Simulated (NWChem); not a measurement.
Species: C$_{4}$H$_{2}$F$_{2}$O; SMILES Fc1ccc(F)o1

Problem. Give the equilibrium geometry at PBE0/def2-SVP (NWChem) as an XYZ file, with the point group.

Solution. point group C2v; any orientation.
```
9

F     -2.2226     0.0000    -0.6637
C     -1.0707     0.0000    -0.0527
C     -0.7216     0.0000     1.2545
C      0.7216     0.0000     1.2545
C      1.0707     0.0000    -0.0527
F      2.2226     0.0000    -0.6637
O      0.0000     0.0000    -0.8657
H     -1.3933     0.0000     2.1082
H      1.3933     0.0000     2.1082
```
